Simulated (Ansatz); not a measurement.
Relaxation of Bi3 with UKS PBE0-D4/def2-SVP.

```sh
$ ansatz run in.yaml --threads 4 --pin off --events-out ev --progress --plain --max-ram 3916MiB
```

```yaml
crystal:
  periodic: [false, false, false]
  atoms:
    - {symbol: Bi, position_ang: [0.021450, 0.000450, -0.006530]}
    - {symbol: Bi, position_ang: [-0.112780, -2.646460, -0.510890]}
    - {symbol: Bi, position_ang: [0.091330, 2.646020, 0.517420]}
basis:
  gaussian: {orbitals: def2-SVP}
magnetization: {spin_polarized: true, initial_magnetization: 1}
hamiltonian: {xc: pbe0, dispersion: d4}
scf: {omitted_lower_state_checks: [starts]}
output: {orbitals: {seedname: orbitals}}
relax: {f_tol: 0.02, max_steps: 100}
```

Hardware: 4 threads of Arm Neoverse V1 on a shared host. Wall time 53 s.

Positions (Å) and forces (eV/Å) at steps 1, 2, 3 of 3:

```xyz
3
step=1 energy=-17522.1827 eV
Bi    0.021    0.000   -0.007    0.001    0.000    0.000
Bi   -0.113   -2.646   -0.511   -0.007   -0.173   -0.033
Bi    0.091    2.646    0.517    0.006    0.173    0.034
3
step=2 energy=-17522.1840 eV
Bi    0.020    0.000   -0.006   -0.004    0.000    0.001
Bi   -0.113   -2.672   -0.516    0.007    0.117    0.022
Bi    0.093    2.671    0.522   -0.002   -0.117   -0.024
3
step=3 energy=-17522.1853 eV
Bi    0.019    0.000   -0.006   -0.002    0.000    0.001
Bi   -0.112   -2.661   -0.514    0.001   -0.001   -0.001
Bi    0.093    2.661    0.520    0.001    0.001    0.000
```

In the def2 sets Bi takes a core potential; there is no spin–orbit coupling. The charge 0 doublet is spin-contaminated (final ⟨S²⟩ up to 0.89, 0.75 for a pure state). Another isomer (doublet) lies 1.81 eV lower at PBE0-D4/def2-TZVP; other spin states weren't run for this one.
